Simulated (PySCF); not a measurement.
Simulation results for AlClH3NO, AlBH2NO, Al2FH2N, Al2H2NO and others

Computed with PySCF 2.14.0. Calculation on a computer-drawn molecule: the log of a Hartree-Fock and frozen-core CCSD(T) single point meant for a local Hartree-Fock minimum, with one planted fault or none, to be diagnosed. Offsets are logged minus clean, where the clean run is the same molecule without the fault. The reference is restricted for singlets and unrestricted otherwise, and also for a bond in bohr or an excited solution. Adding or removing an electron swaps singlet and doublet. The excited solution moves the top pair (singlet) or top alpha electron (doublet) to the lowest empty orbital. Highest occupied and lowest empty are orbital energies over both spins, largest force is the largest gradient component, triples share is (T) over the correlation energy, the T1 limit is 0.02 restricted and 0.045 unrestricted, electrons count all cores, a negative frequency is imaginary (commonest isotopes), and the dipole is about the centre of nuclear charge.

Common to all runs: logged SCF converged yes; logged CC converged yes; logged SCF stable within its kind yes; possible faults no fault, one electron removed, one electron added, multiplicity raised by two, geometry at a saddle point, SCF held on an excited solution, minimal basis STO-3G, one bond length entered in bohr, all coordinates scaled.

(1) 
```xyz
7
formula=AlClH3NO meant_charge=0 meant_multiplicity=1 meant_basis=cc-pV(D+d)Z logged_electrons=48 logged_basis_functions=31 logged_spin_squared=0 logged_highest_occupied=-8.5083 logged_lowest_empty=9.4639 logged_largest_force=0.070332 logged_T1_diagnostic=0.014212 logged_D1_diagnostic=0.060527 logged_triples_share=0.028591 logged_dipole_magnitude=2.369 logged_energy_HF=-823.08212 logged_energy_CCSD(T)=-823.21471 planted_fault=minimal_basis_STO-3G HF_energy_offset_from_clean_run=6018 CCSD(T)_energy_offset_from_clean_run=6310
N      0.9193    -1.1941     0.7496
Al     0.6260    -0.3117    -0.7265
O      1.6625    -0.4902    -2.0331
Cl    -1.0403     0.9777    -0.8505
H      0.3507    -1.1443     1.5728
H      1.6850    -1.8248     0.8921
H      1.6255    -0.0809    -2.8804
```

Units: logged_highest_occupied, logged_lowest_empty in eV; logged_largest_force in hartree/bohr; logged_dipole_magnitude in debye; logged_energy_HF, logged_energy_CCSD(T) in hartree; HF_energy_offset_from_clean_run, CCSD(T)_energy_offset_from_clean_run in kcal/mol.

Drawn bonds:
```
atom  other atom  order
   1           2      1
   2           3      1
   2           4      1
   1           5      1
   1           6      1
   3           7      1
```

(2) 
```xyz
7
formula=AlClH3NO meant_charge=0 meant_multiplicity=1 meant_basis=cc-pV(D+d)Z logged_electrons=48 logged_basis_functions=89 logged_spin_squared=0.9536 logged_highest_occupied=-8.2105 logged_lowest_empty=1.5776 logged_largest_force=0.018095 logged_T1_diagnostic=0.031785 logged_D1_diagnostic=0.19797 logged_triples_share=0.022428 logged_dipole_magnitude=2.2805 logged_energy_HF=-832.52193 logged_energy_CCSD(T)=-833.08469 planted_fault=one_bond_length_entered_in_bohr,row_2_of_the_drawn_bonds HF_energy_offset_from_clean_run=94.19 CCSD(T)_energy_offset_from_clean_run=116.4
N      0.9193    -1.1941     0.7496
Al     0.6260    -0.3117    -0.7265
O      2.5847    -0.6491    -3.1956
Cl    -1.0403     0.9777    -0.8505
H      0.3507    -1.1443     1.5728
H      1.6850    -1.8248     0.8921
H      2.5477    -0.2397    -4.0429
```

Units: logged_highest_occupied, logged_lowest_empty in eV; logged_largest_force in hartree/bohr; logged_dipole_magnitude in debye; logged_energy_HF, logged_energy_CCSD(T) in hartree; HF_energy_offset_from_clean_run, CCSD(T)_energy_offset_from_clean_run in kcal/mol.

Drawn bonds:
```
atom  other atom  order
   1           2      1
   2           3      1
   2           4      1
   1           5      1
   1           6      1
   3           7      1
```

(3) 
```xyz
7
formula=AlClH3NO meant_charge=0 meant_multiplicity=1 meant_basis=cc-pV(D+d)Z logged_electrons=48 logged_basis_functions=89 logged_spin_squared=2.0098 logged_highest_occupied=-3.7102 logged_lowest_empty=-0.55972 logged_largest_force=0.072365 logged_T1_diagnostic=0.025005 logged_D1_diagnostic=0.14138 logged_triples_share=0.023315 logged_dipole_magnitude=4.2652 logged_energy_HF=-832.47257 logged_energy_CCSD(T)=-833.05212 planted_fault=multiplicity_raised_by_two HF_energy_offset_from_clean_run=125.2 CCSD(T)_energy_offset_from_clean_run=136.8
N      0.9193    -1.1941     0.7496
Al     0.6260    -0.3117    -0.7265
O      1.6625    -0.4902    -2.0331
Cl    -1.0403     0.9777    -0.8505
H      0.3507    -1.1443     1.5728
H      1.6850    -1.8248     0.8921
H      1.6255    -0.0809    -2.8804
```

Units: logged_highest_occupied, logged_lowest_empty in eV; logged_largest_force in hartree/bohr; logged_dipole_magnitude in debye; logged_energy_HF, logged_energy_CCSD(T) in hartree; HF_energy_offset_from_clean_run, CCSD(T)_energy_offset_from_clean_run in kcal/mol.

Drawn bonds:
```
atom  other atom  order
   1           2      1
   2           3      1
   2           4      1
   1           5      1
   1           6      1
   3           7      1
```

(4) 
```xyz
6
formula=AlBH2NO meant_charge=0 meant_multiplicity=2 meant_basis=cc-pV(D+d)Z logged_electrons=36 logged_basis_functions=75 logged_spin_squared=0 logged_highest_occupied=-0.68427 logged_lowest_empty=6.4559 logged_largest_force=0.058692 logged_T1_diagnostic=0.019716 logged_D1_diagnostic=0.050922 logged_triples_share=0.031297 logged_dipole_magnitude=5.0301 logged_energy_HF=-397.1515 logged_energy_CCSD(T)=-397.6895 planted_fault=one_electron_added HF_energy_offset_from_clean_run=1.7 CCSD(T)_energy_offset_from_clean_run=-16.13
N      1.6409    -0.8608    -3.1024
Al     1.2978    -1.7574    -1.6256
B      0.7543    -0.5558     0.0711
O      0.4496     0.0743     1.0329
H      1.6007     0.1381    -3.1996
H      1.9075    -1.2703    -3.9787
```

Units: logged_highest_occupied, logged_lowest_empty in eV; logged_largest_force in hartree/bohr; logged_dipole_magnitude in debye; logged_energy_HF, logged_energy_CCSD(T) in hartree; HF_energy_offset_from_clean_run, CCSD(T)_energy_offset_from_clean_run in kcal/mol.

Drawn bonds:
```
atom  other atom  order
   1           2      1
   2           3      1
   3           4      2
   1           5      1
   1           6      1
```

(5) 
```xyz
6
formula=Al2FH2N meant_charge=0 meant_multiplicity=1 meant_basis=cc-pV(D+d)Z logged_electrons=44 logged_basis_functions=84 logged_spin_squared=0 logged_highest_occupied=-9.0306 logged_lowest_empty=-0.04461 logged_largest_force=3.393e-05 logged_lowest_frequency=98.981 logged_T1_diagnostic=0.026748 logged_D1_diagnostic=0.080451 logged_triples_share=0.031468 logged_dipole_magnitude=2.7957 logged_energy_HF=-638.92531 logged_energy_CCSD(T)=-639.44474 planted_fault=no_fault HF_energy_offset_from_clean_run=0 CCSD(T)_energy_offset_from_clean_run=0
N     -3.1128    -2.4925    -0.6865
Al    -1.6848    -2.2175    -1.3522
Al     0.6538    -1.7508    -2.3152
F      0.7792    -1.8681    -3.9593
H     -4.0079    -2.6691    -0.2995
H      1.9426    -1.3742    -1.5086
```

Units: logged_highest_occupied, logged_lowest_empty in eV; logged_largest_force in hartree/bohr; logged_lowest_frequency in cm⁻¹; logged_dipole_magnitude in debye; logged_energy_HF, logged_energy_CCSD(T) in hartree; HF_energy_offset_from_clean_run, CCSD(T)_energy_offset_from_clean_run in kcal/mol.

Drawn bonds:
```
atom  other atom  order
   1           2      2
   2           3      1
   3           4      1
   1           5      1
   3           6      1
```

Notes: T1 above single-reference limit.

(6) 
```xyz
6
formula=Al2H2NO meant_charge=-1 meant_multiplicity=1 meant_basis=aug-cc-pV(D+d)Z logged_electrons=44 logged_basis_functions=128 logged_spin_squared=0 logged_highest_occupied=-5.0497 logged_lowest_empty=2.9466 logged_largest_force=3.355e-05 logged_lowest_frequency=100.27 logged_T1_diagnostic=0.028225 logged_D1_diagnostic=0.079697 logged_triples_share=0.043809 logged_dipole_magnitude=3.6513 logged_energy_HF=-614.34917 logged_energy_CCSD(T)=-614.9281
N      2.2242    -2.6933    -0.3058
Al     1.2409    -1.4815     0.1810
Al    -0.4073     0.5103     0.8914
O     -0.3251     1.0423     2.4076
H      2.8562    -3.4252    -0.5181
H     -1.3186     0.9436    -0.3592
```

Units: logged_highest_occupied, logged_lowest_empty in eV; logged_largest_force in hartree/bohr; logged_lowest_frequency in cm⁻¹; logged_dipole_magnitude in debye; logged_energy_HF, logged_energy_CCSD(T) in hartree.

Drawn bonds:
```
atom  other atom  order
   1           2      2
   2           3      1
   3           4      1
   1           5      1
   3           6      1
```

Notes: T1 above single-reference limit.

(7) 
```xyz
8
formula=AlBH4N2 meant_charge=0 meant_multiplicity=1 meant_basis=cc-pV(D+d)Z logged_electrons=36 logged_basis_functions=85 logged_spin_squared=0 logged_highest_occupied=-8.6018 logged_lowest_empty=1.7446 logged_largest_force=2.214e-05 logged_lowest_frequency=106.32 logged_T1_diagnostic=0.024541 logged_D1_diagnostic=0.075145 logged_triples_share=0.035803 logged_dipole_magnitude=5.0952 logged_energy_HF=-377.82198 logged_energy_CCSD(T)=-378.36194
N      0.4856     2.7092    -1.7603
Al     0.7766     1.1520    -1.5294
B      1.1332    -0.9501    -1.2743
N      0.6443    -1.8864    -2.1691
H      0.3181     3.6777    -1.8830
H      1.7713    -1.3453    -0.3375
H      0.8080    -2.8671    -2.0545
H      0.1034    -1.6712    -2.9805
```

Units: logged_highest_occupied, logged_lowest_empty in eV; logged_largest_force in hartree/bohr; logged_lowest_frequency in cm⁻¹; logged_dipole_magnitude in debye; logged_energy_HF, logged_energy_CCSD(T) in hartree.

Drawn bonds:
```
atom  other atom  order
   1           2      2
   2           3      1
   3           4      1
   1           5      1
   3           6      1
   4           7      1
   4           8      1
```

Notes: T1 above single-reference limit.

(8) 
```xyz
8
formula=Al2BH4N meant_charge=0 meant_multiplicity=1 meant_basis=cc-pV(D+d)Z logged_electrons=42 logged_basis_functions=94 logged_spin_squared=0 logged_highest_occupied=-8.7405 logged_lowest_empty=-0.73431 logged_largest_force=2.212e-05 logged_lowest_frequency=-178.81 logged_T1_diagnostic=0.030435 logged_D1_diagnostic=0.10927 logged_triples_share=0.037481 logged_dipole_magnitude=3.5503 logged_energy_HF=-565.19377 logged_energy_CCSD(T)=-565.62781
N      3.1212    -0.2748     0.0000
Al     1.5430    -0.5386     0.0000
B     -0.5799    -0.7927     0.0000
Al    -2.0474     0.8230     0.0000
H      4.1007    -0.1269     0.0000
H     -0.9589    -1.9337     0.0000
H     -3.5986     0.5091     0.0000
H     -1.5800     2.3347     0.0000
```

Units: logged_highest_occupied, logged_lowest_empty in eV; logged_largest_force in hartree/bohr; logged_lowest_frequency in cm⁻¹; logged_dipole_magnitude in debye; logged_energy_HF, logged_energy_CCSD(T) in hartree.

Drawn bonds:
```
atom  other atom  order
   1           2      2
   2           3      1
   3           4      1
   1           5      1
   3           6      1
   4           7      1
   4           8      1
```

Notes: T1 above single-reference limit.

**Q.** Which fault was planted in the run of Al2H2NO (entry 6)?
**A.** no fault

**Q.** AlBH4N2 (entry 7): planted fault?
**A.** no fault

**Q.** Al2BH4N (entry 8): planted fault?
**A.** geometry at a saddle point

Further results for Al2H2NO (entry 6):

| Property | Result |
| --- | --- |
| HF energy offset from clean run | 0 kcal/mol |
| CCSD(T) energy offset from clean run | 0 kcal/mol |

Further results for AlBH4N2 (entry 7):

| Quantity | Value |
| --- | --- |
| HF energy offset from clean run | 0 kcal/mol |
| CCSD(T) energy offset from clean run | 0 kcal/mol |

Further results for Al2BH4N (entry 8):

| Quantity | Value |
| --- | --- |
| HF energy offset from clean run | 3.894 kcal/mol |
| CCSD(T) energy offset from clean run | 4.082 kcal/mol |
